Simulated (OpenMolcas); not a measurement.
Kr²⁺: RASPT2 settings compared

```yaml
Program: OpenMolcas 26.06
Basis: ANO-RCC-VTZP [6s5p3d1f]
Scalar_Hamiltonian: DKH4, point nucleus
Active_space: 6 electrons in 9 orbitals (RAS2 4s 4p; RAS3 4d, at most 2 electrons)
State_averaging: 2S+1 = 3 even, 3 roots; 2S+1 = 1 even, 6 roots kept (CI in the orbitals of an earlier block); 2S+1 = 3 odd, 3 roots; 2S+1 = 1 odd, 3 roots kept (CI in the orbitals of an earlier block, 0 in the spin-orbit step)
Spin-orbit_coupling: state interaction with AMFI integrals over the reference wave functions, term energies averaged over their components
```

Methods on the same reference wave functions:
A. RASSCF
B. SS-RASPT2, IPEA 0.75 Eh, imaginary shift 0.15 Eh (closed shells correlated: none)
C. XMS-RASPT2, IPEA 0.1 Eh, imaginary shift 0.25 Eh (closed shells correlated: 3d)
D. XMS-RASPT2, IPEA 0.15 Eh, no level shift (closed shells correlated: 3s 3p 3d)

Energies in cm-1 above 4s2 4p4 3P2, the measured ground level; measured values from Saloman, J. Phys. Chem. Ref. Data 36, 215 (2007).

| Level | A | B | C | D | Measured |
| --- | --- | --- | --- | --- | --- |
| 4s2 4p4 3P2 | 0.0 | 0.0 | 0.0 | 0.0 | 0.0 |
| 4s2 4p4 3P1 | 4015 | 4050 | 4050 | 4050 | 4548 |
| 4s2 4p4 3P0 | 4923 | 4940 | 4940 | 4940 | 5313 |
| 4s2 4p4 1D2 | 16256 | 15010 | 15080 | 15040 | 14644 |
| 4s2 4p4 1S0 | 34214 | 33660 | 33770 | 33710 | 33080 |
| 4s 4p5 3P* 2 | 115245 | 115850 | 115930 | 116080 | 115931 |

Deviations, from unrounded energies. A percentage is the sum of absolute deviations over the sum of measured energies, with the sign that they share, or ± where signs differ.

| Against measurement | Levels | A | B | C | D |
| --- | --- | --- | --- | --- | --- |
| mean absolute deviation (cm-1) | 5 | 870 | 380 | 400 | 410 |
| fine structure of the ground term (%) | 2 | -9.4 | -8.8 | -8.8 | -8.8 |
| other terms of the ground configuration (%) | 2 | +5.8 | +2.0 | +2.4 | +2.2 |
| other configurations (%) | 1 | -0.6 | -0.1 | -0.0 | +0.1 |

B, C lie about equally close to measurement and A furthest from it. The largest miss of B in the table is 4s2 4p4 1S0, by +580 cm-1. The ranking rests on the paired levels alone, and a cruder setting can come out closer through cancelling errors.

Among B to D the level of the table that moves most is 4s 4p5 3P* 2, by 230 cm-1 (lowest in B, highest in D). Moves below CASPT2's spread within the term are not significant.

The mean deviations of B to D differ by less than CASPT2's widest spread within a term (63 cm-1), so their order carries little weight.

From A to B the spin-free energies of the other terms of 4s2 4p4 shown, above 3P, scale by factors of 0.90 to 0.98.

The lowest spin-free term lies below A's lowest term by 0.046 hartree in B, 0.105 hartree in C, 0.144 hartree in D.

CASPT2 does not keep the components of a term degenerate, so their means are used; among the terms shown or strongly mixed into the levels shown the widest spread is 63 cm-1 (4s2 4p4 1D, B). Some high roots are left out of the spin-orbit mixing, which shifts the levels that they would mix with. Terms from blocks run as CI alone lack orbitals of their own. Active for correlation alone: 4d; no level in the range computed is led by a configuration that fills it, so any true level of that kind is missing. Some terms mix strongly with configurations of 4d, whose occupation reaches 0.24 (4s 4p5 3P*). Measured partners are found by configuration, term and J. A level has none where our copy of the source lacks it or the pairing is in doubt (some pairs that miss far off the trend of their configuration count as doubtful), and it then counts in no deviation. Levels of configurations outside the active space are missing. The table leaves out levels that lie high or whose names do not pair safely across all columns.

* marks odd parity.
